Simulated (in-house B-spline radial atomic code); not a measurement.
Settings and results of a run for Tc2+ (an excited or competing configuration). Method: non-relativistic BHandHLYP, spin-polarised, spherical fractional occupations, point nucleus. Calculated with an all-electron radial atomic-structure program (B-spline basis).

Command:
```bash
python run_scf.py task.json out
```
Settings:
```
Z                43
configuration    [Ar] 3d10 4s2 4p5 4d5 4f1
hamiltonian      nr
method           bhandhlyp
spin_polarised   True
```

Output (hartree, bohr):
```
 radial grid: 55 intervals, B-splines of order 8, outer radius 38.5185 bohr

 iter        energy (Eh)    residual
    1       -4195.216438    5.49e-01
    2       -4200.028207    2.91e-01
    3       -4203.689801    6.07e-02
    4       -4203.857405    1.36e-02
    5       -4203.862713    6.36e-03
    6       -4203.863829    1.03e-03
    7       -4203.863842    2.49e-04
    8       -4203.863844    2.52e-05
    9       -4203.863844    1.09e-06
   10       -4203.863844    7.24e-08

 total energy                     -4203.86384
 kinetic                            4202.2059
 electron-nucleus                  -9965.4515
 Hartree                            1684.9429
 exact exchange                      -61.7218
 exchange-correlation                -63.8394

 orbital      occ     eigenvalue          <r>       <r^2>       <1/r>     <1/r^2>     <1/r^3>       r_max
 1s up      1.000      -753.5298     0.035443  0.00168111     42.4848      3624.6           -     0.02345
 1s down    1.000      -753.5195    0.0354425  0.00168106     42.4852     3624.66           -     0.02345
 2s up      1.000      -107.9448      0.15455   0.0280833     9.60705     375.557           -      0.1307
 2s down    1.000      -107.8947      0.15452    0.028072     9.60902     375.696           -      0.1307
 2p up      3.000       -99.6088      0.13253   0.0214009     9.58771     124.783     2485.15      0.1029
 2p down    3.000       -99.5588     0.132503   0.0213914     9.58926     124.817     2486.01      0.1029
 3s up      1.000       -20.1902     0.425951    0.207515     3.35771      69.146           -      0.3826
 3s down    1.000       -20.1556     0.425766    0.207205     3.35678     69.0577           -      0.3828
 3p up      3.000       -16.9223     0.420414    0.205319     3.26402     22.7262     417.087      0.3702
 3p down    3.000       -16.8782     0.420345    0.205093     3.26193     22.6848     416.093      0.3705
 3d up      5.000       -10.9479     0.397339    0.188997     3.08638     12.0559     62.2763      0.3114
 3d down    5.000       -10.8846     0.397593    0.189054     3.08289     12.0277     62.0691       0.312
 4s up      1.000        -3.9427      1.07929     1.31503     1.25007     12.1531           -      0.9728
 4s down    1.000        -3.6194      1.07644     1.31077     1.25711     12.3329           -      0.9665
 4p up      3.000        -2.9409      1.16441      1.5436     1.14536     3.78939     62.0418       1.029
 4p down    2.000        -2.5135      1.17417     1.57625     1.13941     3.75956     61.5358       1.026
 4d up      5.000        -1.3423      1.46595     2.51164    0.892332     1.48656     6.01527        1.21
 4f up      1.000        -0.2031      5.59653      36.179    0.215327   0.0605126   0.0256539       4.979
```

Run time, properties included: 0.15 s on 1 thread of Arm Neoverse V2, with other jobs on the host.

Caution: exact exchange at fractional occupations of open shells leaves self-interaction of up to several eV.
